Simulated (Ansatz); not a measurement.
Reactions of `C#CC(C)(N)S`.

Program: Ansatz. Geometries: PBE0-D4/def2-TZVP. ΔE: electronic, gas phase. CCSD(T)/CBS adds triple-zeta CCSD(T) − MP2 to the extrapolated MP2 energy (def2 sets, frozen cores). This one scheme is used for every species, atoms too. Functionals use def2-TZVPP. Open shells (•) are unrestricted, without spin–orbit coupling. Spin–orbit coupling would lower the free atoms: a little for C, S. def2 core potentials past Kr. Bonds to In are less sure, by a few kJ/mol each and by 10 to 20 or more in all where they break to atoms, as the def2 sets lack core-valence functions. One conformer a species, not always the lowest.

| reaction | HF/CBS(def2) (kJ/mol) | B2PLYP (kJ/mol) | MP2/CBS(def2) (kJ/mol) | CCSD(T)/CBS(def2) (kJ/mol) |
| --- | --- | --- | --- | --- |
| `C#CC(C)(N)S` + `O[SiH3]` → `C#CO[SiH3]` + `CC(N)S` | 57 | 69 | 89 | 80 |
| `C#CC(C)(N)S` + `[F][InH][Cl]` → `C#[C][In]([F])[Cl]` + `CC(N)S` | -46 | -33 | -31 | -35 |
| `C#CC(C)(N)S` → 4 C• + 7 H• + N• + S• | 3605 | 5068 | 5224 | 5116 |
| `C#CC(C)(N)S` → `CNCC#CS` | 17 | 24 | 44 | 40 |
| `C#CC(C)(N)S` + H₂ → `CC(N)S` + `C#C` | -64 | -40 | -24 | -36 |
| `C#CC(C)(N)S` + H₂S → `CC(N)(S)S` + `C#C` | 36 | 31 | 25 | 25 |
| `C#CC(C)(N)S` + H–F → `C#CC(N)(F)S` + CH₄ | 15 | 20 | 51 | 40 |

Largest T1 diagnostic: 0.015, for `[F][InH][Cl]`.
